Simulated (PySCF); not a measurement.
# Correlation energy of Hg⁺ (mercury, charge +1)

Starting occupation: [Xe] 4f14 5d10 6s1, 6s1/2 with m_j = +1/2. All numbers are calculated (PySCF 2.14, X2C-1e with screened-nucleus spin-orbit coupling, Gaussian nucleus, in x2c-SVPall-2c with one added diffuse shell each of s, p, d type (8s11p10d2f, 105 functions)). Frozen: [Kr] 4d10 4f14; 19 electrons correlated; the 22 highest virtual spinors left out.

MP2 pair energies summed by pair of shells (mhartree):

```
       pair  energy  share (%)
5d3/2-5d5/2  -99.95       32.0
5d5/2-5d5/2  -71.84       23.0
5d3/2-5d3/2  -29.27        9.4
5d5/2-5p3/2  -20.73        6.6
5d5/2-6s1/2  -17.51        5.6
5d3/2-5p3/2  -14.16        4.5
5d3/2-6s1/2  -10.42        3.3
5d5/2-5p1/2   -9.64        3.1
5p3/2-5p3/2   -8.18        2.6
5p1/2-5p3/2   -7.59        2.4
5d3/2-5p1/2   -6.29        2.0
5d5/2-5s1/2   -3.94        1.3
5p3/2-5s1/2   -2.85        0.9
5d3/2-5s1/2   -2.68        0.9
5p1/2-5p1/2   -2.10        0.7
5p3/2-6s1/2   -1.74        0.6
5s1/2-5s1/2   -1.36        0.4
5p1/2-5s1/2   -1.34        0.4
5p1/2-6s1/2   -0.66        0.2
5s1/2-6s1/2   -0.26        0.1
```

Total MP2 correlation energy: -312.50 mhartree.

This basis was not built for core-valence correlation, so the inner-shell part is incomplete.
